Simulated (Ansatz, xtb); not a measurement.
## Relaxing a trial structure of F2HInSi2

The starting geometry of this gas-phase singlet was built from a drawn formula by distance geometry; its bonds are those of `[F][In]([F])[Si]#[SiH]`.

```csv
atom,x (Å),y (Å),z (Å)
F,-0.0890,1.9770,0.7875
F,-2.0469,-0.0280,2.7677
In,-0.4657,0.2000,1.3260
Si,-0.1685,-1.9902,-0.3246
Si,0.0461,-3.4535,-1.4696
H,0.2014,-4.6400,-2.3476
```

Q: Predict what it relaxes into with r2SCAN-D4/def2-SVP.

A: A new bond forms, giving a structure given below by its coordinates. Distances that change by over a tenth: Si4–Si5 (1.87 → 2.14 Å). Contacts that close: In3–Si5 (4.63 → 2.68 Å).

The energy falls by 2.42 eV over 26 steps:

```json
{"step": "1", "E − E(last) (eV)": "2.422"}
{"step": "4", "E − E(last) (eV)": "1.332"}
{"step": "7", "E − E(last) (eV)": "0.815"}
{"step": "9", "E − E(last) (eV)": "0.643"}
{"step": "12", "E − E(last) (eV)": "0.468"}
{"step": "15", "E − E(last) (eV)": "0.249"}
{"step": "18", "E − E(last) (eV)": "0.052"}
{"step": "20", "E − E(last) (eV)": "0.017"}
{"step": "23", "E − E(last) (eV)": "0.001"}
{"step": "26", "E − E(last) (eV)": "0.000"}
```

Final geometry (Å):

```xyz
6

F    -0.3159    0.7540   -0.6003
F    -1.3158    0.2747    2.3595
In   -0.6893   -0.6328    0.7445
Si   -0.6562   -3.2763    1.1735
Si   -0.0031   -2.7201   -0.7824
H     0.4577   -2.3343   -2.1556
```

From the same start GFN2-xTB ends elsewhere, differing in F2–In3 (2.80 against 1.96 Å here), F2–Si4 (1.77 against 3.80 Å here), In3–Si4 (3.11 against 2.68 Å here), In3–Si5 (5.01 against 2.68 Å here).

The end wasn't checked by frequencies. Atoms past krypton carry core potentials, without spin–orbit terms. Run with Ansatz 0.2.0, 57 s on 1 thread of Intel(R) Xeon(R) 6975P-C (Granite Rapids), with other jobs on the host.
